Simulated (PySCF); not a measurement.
Molfile (atoms numbered from 1):
```
C9H9FO2
     RDKit          3D

 21 22  0  0  0  0  0  0  0  0999 V2000
    2.8326   -1.2954   -0.5787 C   0  0  0  0  0  0  0  0  0  0  0  0
    1.4354   -1.3027   -0.4053 O   0  0  0  0  0  0  0  0  0  0  0  0
    0.8152   -0.1386   -0.0956 C   0  0  0  0  0  0  0  0  0  0  0  0
    1.4454    1.0880    0.1177 C   0  0  0  0  0  0  0  0  0  0  0  0
    0.7070    2.2144    0.4458 C   0  0  0  0  0  0  0  0  0  0  0  0
   -0.6699    2.1808    0.5825 C   0  0  0  0  0  0  0  0  0  0  0  0
   -1.2944    0.9637    0.3695 C   0  0  0  0  0  0  0  0  0  0  0  0
   -0.5696   -0.1741    0.0331 C   0  0  0  0  0  0  0  0  0  0  0  0
   -1.5335   -1.3036   -0.1659 C   0  0  2  0  0  0  0  0  0  0  0  0
   -1.5729   -1.7257   -1.4859 F   0  0  0  0  0  0  0  0  0  0  0  0
   -2.8719   -0.6424    0.2133 C   0  0  0  0  0  0  0  0  0  0  0  0
   -2.6264    0.7369    0.4711 O   0  0  0  0  0  0  0  0  0  0  0  0
    3.3492   -1.0094    0.3431 H   0  0  0  0  0  0  0  0  0  0  0  0
    3.1325   -0.6245   -1.3894 H   0  0  0  0  0  0  0  0  0  0  0  0
    3.0997   -2.3178   -0.8399 H   0  0  0  0  0  0  0  0  0  0  0  0
    2.5160    1.1744    0.0278 H   0  0  0  0  0  0  0  0  0  0  0  0
    1.2272    3.1474    0.6028 H   0  0  0  0  0  0  0  0  0  0  0  0
   -1.2397    3.0573    0.8391 H   0  0  0  0  0  0  0  0  0  0  0  0
   -1.2996   -2.2014    0.4156 H   0  0  0  0  0  0  0  0  0  0  0  0
   -3.5830   -0.7242   -0.6136 H   0  0  0  0  0  0  0  0  0  0  0  0
   -3.3082   -1.0861    1.1125 H   0  0  0  0  0  0  0  0  0  0  0  0
  1  2  1  0
  2  3  1  0
  3  4  1  0
  4  5  2  0
  5  6  1  0
  6  7  2  0
  7  8  1  0
  8  9  1  0
  9 10  1  0
  9 11  1  0
 11 12  1  0
  8  3  2  0
 12  7  1  0
  1 13  1  0
  1 14  1  0
  1 15  1  0
  4 16  1  0
  5 17  1  0
  6 18  1  0
  9 19  1  1
 11 20  1  0
 11 21  1  0
M  END
```

- structure optimised with GFN2-xTB
- PBE0/pcSseg-1 with gauge-including orbitals
- run in PySCF
- rapidly exchanging positions averaged, relativity neglected, in vacuum, a single conformation

List the cross peaks expected in HSQC, COSY and HMBC spectra.

## Answers



HSQC (one-bond C–H):
```
                δH          δC
        7.55 (H17)  138.2 (C5)
        6.72 (H18)  107.9 (C6)
        6.53 (H19)   95.2 (C9)
        6.33 (H16)  104.6 (C4)
        4.87 (H20)  80.9 (C11)
        4.78 (H21)  80.9 (C11)
4.06 (H13/H14/H15)   56.1 (C1)
```

COSY cross peaks (H two or three bonds apart, from the bond graph; peaks can be absent where the dihedral angle is near 90°):
```
        δH          δH
7.55 (H17)  6.72 (H18)
7.55 (H17)  6.33 (H16)
6.53 (H19)  4.87 (H20)
6.53 (H19)  4.78 (H21)
4.87 (H20)  4.78 (H21)
```

HMBC (two and three bonds, from the bond graph):
```
                δH                                              δC
        7.55 (H17)  171.1 (C7), 165.5 (C3), 107.9 (C6), 104.6 (C4)
        6.72 (H18)  171.1 (C7), 138.2 (C5), 117.5 (C8), 104.6 (C4)
        6.53 (H19)  171.1 (C7), 165.5 (C3), 117.5 (C8), 80.9 (C11)
        6.33 (H16)  165.5 (C3), 138.2 (C5), 117.5 (C8), 107.9 (C6)
        4.87 (H20)               171.1 (C7), 117.5 (C8), 95.2 (C9)
        4.78 (H21)               171.1 (C7), 117.5 (C8), 95.2 (C9)
4.06 (H13/H14/H15)                                      165.5 (C3)
```

Shifts are taken against calculated references (same method and geometry level): ¹H (σ = 31.72 ppm), ¹³C (σ = 186.93 ppm) against TMS.

Short H···H contacts in this conformer between protons four or more bonds apart (candidates for NOE cross peaks, intensity ∝ r⁻⁶): H13···H16 2.36 Å.

Shifts are as computed. Against solution values, carbons near 30 ppm lie about +3 ppm off and those near 130 ppm about +5 ppm. Of 1211 compounds with measured shifts, 218 miss one by over three times the rms of a fit or turn the order of signals round; such compounds aren't used in these exercises.
